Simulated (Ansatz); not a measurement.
System: SiNH4S, charge 0, doublet. SiNH4S (SMILES N[SiH2][S], doublet).
B3LYP-D3(BJ)/def2-TZVP minimum from Ansatz (a first-principles code):
```xyz
7

S      1.4727    -0.4584    -0.1159
Si    -0.3926     0.5839     0.0423
N     -1.8613    -0.2953     0.1237
H     -0.2875     1.3767     1.2874
H     -0.4349     1.4224    -1.1772
H     -2.1138    -0.7787     0.9723
H     -2.2014    -0.7929    -0.6852
```
Charge 0, spin multiplicity 2.

Atomisation energy term by term, kcal/mol (programs: Ansatz). Radicals and triplets start from unrestricted determinants; spin-orbit coupling is neglected. Correlated methods leave the cores frozen. Rows without X2C or -DK are non-relativistic. CBS(X,Y): correlation extrapolated as X^-3, Hartree-Fock from the larger set. A bracket is a step between two methods taken in the basis named. '+ core + X2C': CCSD(T) terms for core correlation (cc-pwCVTZ, 1s frozen past Ne) and scalar relativity (cc-pVTZ-DK). For partners of very few electrons the exact lower level stands in for a higher one.

| term | basis | kcal/mol |
|---|---|---|
| Hartree-Fock | cc-pV(Q+d)Z | 361.29 |
| CCSD correlation | CBS(cc-pV(T+d)Z,cc-pV(Q+d)Z) | 141.82 |
| (T) | CBS(cc-pV(T+d)Z,cc-pV(Q+d)Z) | 8.01 |
| CCSDT(Q) - CCSD(T) | cc-pV(D+d)Z | 0.58 |
| core correlation | cc-pwCVTZ | 0.80 |
| scalar relativity | X2C, cc-pVTZ-DK | -1.19 |
| sum: De |  | 511.3 |
